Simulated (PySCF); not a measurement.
C2H4NO, SMILES [CH2]C(N)=O, multiplicity 2. The structure is a stationary point at PBE0-D3(BJ)/def2-SVP. The isomer is the one that the SMILES or the coordinates give; other isomers of the formula were not compared. The values are those of a single conformer.

Calculation: PBE0-D3(BJ)/def2-SVP (PySCF).

Harmonic wavenumbers (cm⁻¹): 110, 271, 417, 518, 555, 601, 749, 923, 951, 1106, 1361, 1460, 1589, 1770, 3175, 3313, 3637, 3781. Rotational constants (GHz): 11.28, 10.28, 5.378; symmetry number 1.

Task: Work out the zero-point energy and the ideal-gas rigid-rotor harmonic-oscillator thermochemistry at 298.15 K and 1 atm.

Result: ZPE = ½ Σ hcν = ½ × 26288 cm⁻¹ = 157.24 kJ/mol. H − E(el) = 173.07 kJ/mol. Entropy in J/(mol K): translation 159.40, rotation 99.41, vibration 33.28, spin 5.76, total 297.85. G − E(el) = 84.27 kJ/mol. Cp = 77.92 J/(mol K). Modes under 150 cm⁻¹ make the vibrational entropy uncertain.
